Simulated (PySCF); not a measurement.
**State search for RbF**

Unrestricted PBE0; basis Rb x2c-TZVPall, F x2c-TZVPall; spin-free X2C with a Gaussian nucleus; PySCF 2.14. Outer shells of the fragments: Rb 5s1; F 2s2 2p5.

Followed along the bond (rough minima from three points):

```json
{"2Ms+1": "1", "unpaired": "none", "⟨S²⟩ at the start": "0.00", "R at minimum (Å)": "2.26", "Te (eV)": "0.00"}
{"2Ms+1": "3", "unpaired": "σ ↑, π ↑", "⟨S²⟩ at the start": "2.00", "R at minimum (Å)": "none in the scan", "Te (eV)": "≤ 4.91"}
```

Solutions found at the starting distance of 2.675 Å, counted from the lowest of them; the search is not exhaustive and high or unbound solutions are not listed, so other states can lie among these:

```tsv
2Ms+1	unpaired	term	E (eV)	⟨S²⟩	⟨Lz²⟩	μ (D)
1	none	¹Σ⁺	0.00	0.00	0.00	-10.58
3	σ ↑, π ↑	³Π	4.55	2.00	1.00	1.27
1	σ ↓, π ↑	mixed	4.57	1.00	1.00	1.43
3	σ ↑↑	³Σ⁺	4.62	2.00	0.00	1.49
3	π ↑↑	mixed	5.79	2.00	2.00	0.09
3	π ↑↑	mixed	5.82	2.00	2.00	0.76
3	σ ↑, π ↑	³Π	5.91	2.00	1.00	1.04
3	π ↑, δ ↑	mixed	6.51	2.00	5.00	0.32
```

A term symbol is given only where ⟨S²⟩ and ⟨Lz²⟩ are close to those of a pure state; real π, δ and φ orbitals otherwise mix terms. A positive dipole means Rb(−)F(+).

Counting both spins, an empty level lies below a filled one in some of these solutions, because spin and occupation are held.
